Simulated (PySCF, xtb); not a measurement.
C2H10OSi3, SMILES O=CC[SiH2][SiH2][SiH3].

GFN2-xTB run with xtb 6.7.1 at its own geometry gives an orbital gap of 3.30 eV and a dipole moment of 3.90 D.

The structure is a stationary point at B3LYP-D3(BJ)/def2-SVP. This is a generated structure with no PubChem entry under its InChIKey; it may be hypothetical. Other conformers were not sampled.

### Question
What does PBE/def2-TZVP in PySCF give? (An estimate is asked for; the answer gives what the named calculation found.)

### Answer
gap 3.82 eV (levels -5.88 and -2.06 eV), dipole 2.78 D.
